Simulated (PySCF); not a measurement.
C4H4.

```xyz
8

C      0.1746    -1.9279     0.0000
C     -0.1153    -0.7359     0.0000
C     -0.4906     0.6372     0.0000
C      0.3755     1.6773     0.0000
H      0.4399    -2.9757     0.0000
H     -1.5774     0.8410     0.0000
H      1.4646     1.5171     0.0000
H      0.0076     2.7142     0.0000
```

Geometry optimised at PBE-D3(BJ)/def2-SVP.

Calculation: PBE/pcSseg-1 (PySCF). Non-relativistic, no solvent.

Question: Give the absolute GIAO shielding of each atom: isotropic value and principal components (ppm). (The exact figures need the calculation; the answer reports its results.)

Answer: 
| atom | σ(iso) | σ11 | σ22 | σ33 | span |
|---|---|---|---|---|---|
| C1 | 90.2 | 35.7 | 43.5 | 191.5 | 155.8 |
| C2 | 92.3 | -6.2 | -5.7 | 288.8 | 295.0 |
| C3 | 54.6 | -53.0 | 64.8 | 152.1 | 205.1 |
| C4 | 40.9 | -84.9 | 52.4 | 155.4 | 240.3 |
| H5 | 27.8 | 24.4 | 24.7 | 34.2 | 9.8 |
| H6 | 25.1 | 22.5 | 25.3 | 27.3 | 4.8 |
| H7 | 25.0 | 21.1 | 25.0 | 28.9 | 7.8 |
| H8 | 25.2 | 21.9 | 25.3 | 28.4 | 6.4 |
